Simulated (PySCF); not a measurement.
Point-charge models of `C#C/C=C\[Si@@H](C#N)C=O` against its computed dipole.

Coordinates (GFN2-xTB, Å) and charges (e) from the PBE0/pcSseg-1 density (PySCF):

| atom | x | y | z | Mulliken | IAO | Hirshfeld | ESP-fitted |
| --- | --- | --- | --- | --- | --- | --- | --- |
| C1 | -2.027 | 1.309 | 0.811 | -0.2764 | -0.1916 | -0.0683 | -0.4548 |
| C2 | -1.740 | 0.183 | 0.501 | +0.1738 | -0.0446 | -0.0380 | +0.1723 |
| C3 | -1.430 | -1.143 | 0.147 | -0.0505 | -0.1163 | -0.0123 | -0.2646 |
| C4 | -0.254 | -1.516 | -0.372 | -0.4670 | -0.4246 | -0.1263 | -0.1940 |
| Si5 | 1.184 | -0.349 | -0.703 | +0.8966 | +0.8522 | +0.4015 | +0.3535 |
| C6 | 0.541 | 1.184 | -1.562 | -0.2032 | -0.1561 | -0.0362 | +0.1870 |
| N7 | 0.157 | 2.121 | -2.097 | -0.1991 | -0.1880 | -0.1938 | -0.3838 |
| C8 | 1.847 | 0.304 | 0.985 | -0.0173 | +0.0158 | +0.0525 | +0.3130 |
| O9 | 2.949 | 0.071 | 1.406 | -0.3198 | -0.3415 | -0.1996 | -0.3888 |
| H10 | -2.271 | 2.295 | 1.073 | +0.0586 | +0.2142 | +0.1051 | +0.3339 |
| H11 | -2.225 | -1.861 | 0.318 | +0.1466 | +0.1802 | +0.0701 | +0.2050 |
| H12 | -0.117 | -2.562 | -0.613 | +0.1440 | +0.1713 | +0.0552 | +0.1462 |
| H13 | 2.243 | -0.943 | -1.514 | -0.0146 | -0.0837 | -0.0480 | -0.0492 |
| H14 | 1.143 | 0.908 | 1.597 | +0.1283 | +0.1125 | +0.0381 | +0.0245 |

Q: Compute μ = Σ q r for each scheme (1 e·Å = 4.803 D) and compare with the dipole of the full density.

A: The full density gives (-1.80, -2.61, 1.05) D, 3.33 D in size; dipole vectors point from the negative to the positive end.

| scheme | μx | μy | μz | size (D) | share of the full size (%) | angle to the full dipole (°) |
| --- | --- | --- | --- | --- | --- | --- |
| Mulliken | 0.15 | -4.54 | -0.41 | 4.56 | 137 | 43 |
| IAO | -1.49 | -2.33 | 0.12 | 2.76 | 83 | 16 |
| Hirshfeld | -1.33 | -2.08 | 0.76 | 2.59 | 78 | 2 |
| ESP-fitted | -1.79 | -2.58 | 1.08 | 3.32 | 100 | 1 |

Q: Which set comes closest?

A: Length of the difference vector: ESP-fitted 0.04 D, Hirshfeld 0.76 D, IAO 1.02 D, Mulliken 3.11 D. Closest: ESP-fitted. ESP charges are fitted to the potential around the molecule, whose slowest-falling term is the dipole's. The schemes that divide the density aren't constrained to reproduce the dipole.

Q: What is left for the Hirshfeld atoms' own dipoles?

A: The shares of the density sum to the whole, so what Σ q r misses lies in dipoles about the nuclei. The atomic dipoles sum to (-1.80, -2.61, 1.05) − (-1.33, -2.08, 0.76) = (-0.47, -0.53, 0.29) D, 0.76 D in size.

Q: With the origin at the mean of the coordinates, (0.000, 0.000, -0.002) Å, which are the largest single terms, by size, of the IAO dipole along the direction of the full one?

A: C4 -2.46, Si5 -2.40, H11 +2.38, N7 +2.17, O9 +1.97 D; all 14 atoms together +2.66 D. The single terms depend on the origin, their sum doesn't.

Q: Give the size of the full dipole in other units.

A: 3.33 D = 1.312 au = 0.694 e·Å = 11.12 × 10⁻³⁰ C·m.

Isolated species at its GFN2-xTB geometry (one conformer only).

Shape of the structure used: `[CH:1]#[C:2]/[CH:3]=[CH:4]\[Si@@H:5]([C:6]#[N:7])[CH:8]=[O:9]`: C3–C4–Si5–C6 -46°, C4–Si5–C8–O9 116°.
